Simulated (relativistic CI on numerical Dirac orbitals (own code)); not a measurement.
## Line list: Electric-dipole lines, Mn XXII

Method of calculation: Dirac-Coulomb-Breit CI, orbitals from a KLI potential per configuration, model QED, unscaled Slater integrals (own radial code, finite nucleus).

Configuration list (outside the closed core 1s2): 2s2, 2s 2p, 2p2, 2p 3s, 2p 3p, 2s 3s, 2s 3p, 2s 3d, 2s 4s, 2s 4p, 2s 4d, 2s 4f, 3s2, 3s 3p, 3p2. Levels of other configurations are missing.

```csv
λ vac (nm),Lower,Upper,A (s⁻¹),gf,Branching (%)
0.90473,2s2 1S_0 [1],2s 4p 1P°_1 [40],4.42e+12,1.63e-01,81.1
0.93063,2s 2p 3P°_0 [2],2s 4d 3D_1 [41],3.24e+12,1.26e-01,43.4
0.93286,2s 2p 3P°_1 [3],2s 4d 3D_2 [42],4.36e+12,2.84e-01,58.6
0.93939,2s 2p 3P°_2 [4],2s 4d 3D_3 [43],5.71e+12,5.29e-01,77.5
0.96324,2s 2p 1P°_1 [5],2s 4d 1D_2 [44],5.79e+12,4.03e-01,77.5
1.1799,2s 2p 3P°_1 [3],2p 3p 3P_1 [29],1.93e+12,1.21e-01,36.3
1.1868,2s 2p 3P°_2 [4],2p 3p 3P_2 [32],4.28e+12,4.52e-01,68.6
1.1870,2s 2p 3P°_0 [2],2p 3p 1P_1 [27],2.69e+12,1.70e-01,56.3
1.1873,2s 2p 3P°_1 [3],2p 3p 3P_0 [28],5.74e+12,1.21e-01,95.5
1.1874,2s 2p 3P°_2 [4],2p 3p 3S_1 [31],4.83e+12,3.06e-01,93.5
1.1902,2s 2p 3P°_2 [4],2p 3p 3D_3 [30],3.64e+12,5.41e-01,99.8
1.1911,2s 2p 3P°_1 [3],2p 3p 3D_2 [26],3.41e+12,3.63e-01,88.7
1.1956,2s2 1S_0 [1],2s 3p 1P°_1 [15],6.35e+12,4.08e-01,95.1
1.1994,2s2 1S_0 [1],2s 3p 3P°_1 [14],3.89e+12,2.52e-01,95.5
1.2196,2s 2p 1P°_1 [5],2p 3p 1D_2 [33],6.50e+12,7.24e-01,85.7
1.2282,2s 2p 1P°_1 [5],2p 3p 3P_2 [32],1.63e+12,1.84e-01,26.1
1.2323,2s 2p 1P°_1 [5],2p 3p 3P_1 [29],2.61e+12,1.78e-01,49.1
1.2326,2s 2p 3P°_0 [2],2s 3d 3D_1 [17],1.11e+13,7.59e-01,55.9
1.2361,2s 2p 3P°_1 [3],2s 3d 3D_2 [18],1.46e+13,1.68e+00,75.1
1.2367,2s 2p 3P°_1 [3],2s 3d 3D_1 [17],8.12e+12,5.59e-01,40.8
1.2470,2s 2p 3P°_2 [4],2s 3d 3D_3 [19],1.90e+13,3.10e+00,100.0
1.2480,2s 2p 3P°_2 [4],2s 3d 3D_2 [18],4.77e+12,5.56e-01,24.5
1.2824,2s 2p 1P°_1 [5],2s 3d 1D_2 [20],1.40e+13,1.72e+00,99.3
1.2928,2s 2p 3P°_2 [4],2s 3s 3S_1 [11],1.87e+12,1.41e-01,55.5
3.4818,2s 3s 3S_1 [11],2s 4p 3P°_2 [39],6.50e+11,5.91e-01,85.1
3.4946,2s 3s 3S_1 [11],2s 4p 3P°_1 [38],5.94e+11,3.26e-01,41.2
3.5531,2s 3s 1S_0 [12],2s 4p 1P°_1 [40],5.73e+11,3.25e-01,10.5
3.6153,2s 3p 3P°_1 [14],2s 4d 1D_2 [44],4.50e+11,4.41e-01,6.0
3.6454,2s 3p 3P°_1 [14],2s 4d 3D_2 [42],9.00e+11,8.96e-01,12.1
3.6468,2s 3p 3P°_0 [13],2s 4d 3D_1 [41],9.19e+11,5.50e-01,12.3
3.6470,2s 3p 3P°_1 [14],2s 4d 3D_1 [41],4.38e+11,2.62e-01,5.9
3.6497,2s 3p 1P°_1 [15],2s 4d 1D_2 [44],1.05e+12,1.05e+00,14.0
3.6804,2s 3p 1P°_1 [15],2s 4d 3D_2 [42],3.44e+11,3.49e-01,4.6
3.6824,2s 3p 3P°_2 [16],2s 4d 3D_3 [43],1.66e+12,2.36e+00,22.5
3.6857,2s 3p 3P°_2 [16],2s 4d 3D_2 [42],4.13e+11,4.20e-01,5.5
3.7629,2s 3d 3D_1 [17],2s 4f 3F°_2 [45],2.77e+12,2.94e+00,82.6
3.7677,2s 3d 3D_2 [18],2s 4f 3F°_3 [46],2.88e+12,4.29e+00,86.2
3.7683,2s 3d 3D_2 [18],2s 4f 3F°_2 [45],5.12e+11,5.45e-01,15.3
3.7750,2s 3d 3D_3 [19],2s 4f 3F°_4 [47],3.31e+12,6.36e+00,99.2
3.7767,2s 3d 3D_3 [19],2s 4f 3F°_3 [46],3.52e+11,5.27e-01,10.5
3.8608,2s 3d 1D_2 [20],2s 4f 1F°_3 [48],3.13e+12,4.90e+00,96.2
13.850,2s2 1S_0 [1],2s 2p 1P°_1 [5],1.85e+10,1.59e-01,100.0
17.429,2s 2p 3P°_2 [4],2p2 3P_2 [8],7.54e+09,1.72e-01,59.9
24.413,2s 2p 1P°_1 [5],2p2 1D_2 [9],3.79e+09,1.69e-01,47.7
51.386,2s 3s 3S_1 [11],2s 3p 3P°_2 [16],1.38e+09,2.73e-01,15.8
```

Terms are leading LS components. Brackets give the number of a level in order of energy, since labels repeat. The list gives strong lines, with weight on those to low levels, without lines whose two gauges differ by over a factor of 2.5, among the lowest 48 of 58 levels, so that lines to higher ones, which can be the strongest, are missing. Levels whose partners in the same complex of configurations lie outside the list can be far off, and so can their lines. Rates are taken at the computed energies, electric ones in the length gauge.

At this charge energies of transitions that change n are usually good to better than 1 %, and those within a shell (Δn = 0) to a few per cent.

LS names give the leading component of a level, which can be under half, so a name can repeat, a term be missing and a line seem to break the LS rules.
